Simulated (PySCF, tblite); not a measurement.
Compound: C9H14P (charge +1).
Cartesian coordinates in Å at the GFN2-xTB level; atoms count from 1:
```
atom  x, y, z in Å
C1    -3.1617   -0.7441   -1.3226
C2    -2.0985   -0.4936   -0.5835
C3    -0.7428   -1.0721   -0.8347
C4    -0.1681   -1.7440    0.4477
P5     0.7214   -0.2023    0.8503
C6     2.4027   -0.2769    1.4548
C7     2.8078    0.3796    2.5348
C8     0.3440    0.0529   -0.9301
C9    -0.0570    1.4112   -1.3945
C10    0.1966    2.5146   -0.7196
H11   -4.1183   -0.3032   -1.1066
H12   -3.1195   -1.4029   -2.1738
H13   -2.1572    0.1747    0.2691
H14   -0.7689   -1.7290   -1.7042
H15   -0.9044   -2.1004    1.1665
H16    0.5312   -2.5512    0.2192
H17   -0.0228    0.5985    1.6893
H18    3.0666   -0.9013    0.8673
H19    3.8275    0.3159    2.8783
H20    2.1451    1.0020    3.1161
H21    1.1974   -0.3134   -1.5173
H22   -0.5702    1.4324   -2.3454
H23    0.7177    2.4854    0.2306
H24   -0.0803    3.4871   -1.0841
```

The geometry is computed with GFN2-xTB (gas phase).

Masses are those of the commonest isotopes; rigid-rotor values at the optimised geometry. The values belong to one conformer with, in the numbering `[CH2:1]=[CH:2][C@@H:3]1[CH2:4][P@@H+:5]([CH:6]=[CH2:7])[C@@H:8]1[CH:9]=[CH2:10]`, C1–C2–C3–C4 -128°, C4–P5–C6–C7 -131°, P5–C8–C9–C10 20°, C2–C3–C4–P5 -95°, C3–C4–P5–C6 -138°, C4–P5–C8–C9 141°, C2–C3–C8–P5 95°.

Task: What are A, B and C (MHz)?

Result: Ia = 270.73, Ib = 646.07, Ic = 819.30 u·Å²; 505379 MHz·u·Å²/I gives A = 1867, B = 782.2, C = 616.8 MHz.

Task: What kind of rotor is it?

Result: An asymmetric top: κ = (2 × 782.2 − 1867 − 616.8)/(1867 − 616.8) = -0.74.

Task: What does the inertial defect say?

Result: Not planar: Δ = Ic − Ia − Ib = -97.50 u·Å². For a rigid frame Δ = −2 Σ m c², so Σ m c² = 48.75 u·Å² lies off the ab plane: 19.68 from hydrogen and 29.07 from heavier atoms. The atom farthest from that plane is 1.89 Å away.

Task: List the rotational levels J(Ka,Kc) to J = 4 (MHz).

Result: Above 0(0,0):
J = 1: 1(0,1) 1399, 1(1,1) 2484, 1(1,0) 2649
J = 2: 2(0,2) 4180, 2(1,2) 5116, 2(1,1) 5613, 2(2,1) 8866, 2(2,0) 8883
J = 3: 3(0,3) 8308, 3(1,3) 9055, 3(1,2) 10046, 3(2,2) 13063, 3(2,1) 13149, 3(3,1) 18909, 3(3,0) 18911
J = 4: 4(0,4) 13740, 4(1,4) 14289, 4(1,3) 15935, 4(2,3) 18646, 4(2,2) 18897, 4(3,2) 24538, 4(3,1) 24546, 4(4,1) 32679, 4(4,0) 32679
Those of J = 1 are B + C, A + C and A + B.

Task: Estimate the classical rotational partition function at 50 K, 200 K and 500 K.

Result: Point group C1, symmetry number σ = 1; q = (√π/σ)·√((kT/h)³/(ABC)), k/h = 20836.6 MHz/K: 62800 at 50 K, 502000 at 200 K, 1990000 at 500 K.

Its GFN2-xTB frequencies are all real (lowest 54 cm⁻¹). Zero-point vibration and centrifugal distortion are left out.
